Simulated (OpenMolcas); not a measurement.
Au6+: moving or changing the point charges

Au6+ among 4 point charges of -2 e arranged as a tetrahedron (Td), 2.02 Å from the ion.
```
   1.1662    1.1662    1.1662  -2.00
   1.1662   -1.1662   -1.1662  -2.00
  -1.1662    1.1662   -1.1662  -2.00
  -1.1662   -1.1662    1.1662  -2.00
```

| Quantity | Value |
| --- | --- |
| Program | OpenMolcas 26.06 |
| Method | CASSCF |
| Basis | ANO-RCC-VTZP [8s7p5d3f1g] |
| Scalar Hamiltonian | DKH2, point nucleus |
| Active space | 5 electrons in 5 orbitals (5d) |
| State averaging | 2S+1 = 6 even, 1 root; 2S+1 = 4 even, 24 roots; 2S+1 = 2 even, 75 roots |
| Spin-orbit coupling | state interaction with AMFI integrals over the reference wave functions |

Runs around this geometry, states (labels of Td). Energies in cm-1 above the lowest state or level, χT in cm3 K/mol; 10Dq and B are least-squares fits to the states below 45000 cm-1, weighted by degeneracy, with a free offset, and given where the rms deviation is under 5 % of |10Dq| (or 100 cm-1) and under 700 cm-1; 10Dq is negative for this site.

| R (Å) | q (e) | Ground state | 10Dq | B (rms of fit) | First gap with spin-orbit (degeneracies) | χT at 300 K | First state of another spin |
| --- | --- | --- | --- | --- | --- | --- | --- |
| 2.02 | -1.3 | 6A1 | -1436 | 1032 (24) | 40.3 (4, 2) | 3.976 | 4T1 31648 |
| 1.93 | -2 | 6A1 | -2619 | 1031 (42) | 66.2 (4, 2) | 3.963 | 4T1 31004 |
| 2.02 | -2 | 6A1 | -2114 | 1031 (36) | 55.6 (4, 2) | 3.970 | 4T1 31305 |
| 2.19 | -2 | 6A1 | -1448 | 1032 (24) | 40.2 (4, 2) | 3.977 | 4T1 31640 |

Taking |10Dq| as R^-n, n = -ln(1448 / 2619) / ln(2.19 / 1.93) = 4.7 between the shortest and longest distance. The point-charge formula for a cubic d site gives n = 5.

Scaling the charges by -1.3 / -2 = 0.65 scales |10Dq| by 1436 / 2114 = 0.68; with fixed orbitals a first-order splitting would follow the charge.

Without dynamic correlation the repulsion within the d shell is too large (B by tens of per cent), so at a given field states of lower spin stand too high. Point charges give a weaker field than real ligands, and real ions of this kind are as a rule low spin; the high spin found here belongs to the model. This is an electrostatic model: the charges have no orbitals. No measured value stands beside these numbers.
